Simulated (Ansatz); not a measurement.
`[OH][Ge]1([F])[CH2][S]1`, relaxed with RKS PBE-D4/def2-SVP in the Gaussian-basis code of Ansatz from a rough embedded geometry. The force threshold is 0.03 eV/Å; the program also tests the step.

The species carries charge 0 and has multiplicity 1.

Start:

```xyz
8

O     0.829   -1.772   -0.287
Ge    0.855   -0.045    0.027
F     1.888    0.926   -0.955
C    -0.856    0.690   -0.102
S    -0.519    0.882    1.628
H     0.423   -2.184    0.604
H    -0.967    1.614   -0.659
H    -1.653   -0.111   -0.256
```

```csv
step,energy (eV),largest force (eV/Å),largest move (Å)
1,-73169.3476,2.465,0.000
2,-73170.1713,1.111,0.199
3,-73170.3403,0.792,0.194
4,-73170.3715,0.477,0.056
5,-73170.3741,0.622,0.088
6,-73170.3846,0.130,0.040
7,-73170.3856,0.054,0.016
8,-73170.3858,0.012,0.005
```

End:

```xyz
8

O     1.076   -1.810   -0.178
Ge    0.675   -0.081   -0.085
F     2.049    0.708   -0.816
C    -1.049    0.751   -0.195
S    -0.367    0.810    1.622
H     0.707   -2.265    0.605
H    -1.131    1.752   -0.654
H    -1.960    0.135   -0.299
```

It took 12 s on 4 threads of an Arm Neoverse V1 on a shared host, with 0.18 GiB of host memory at the peak.
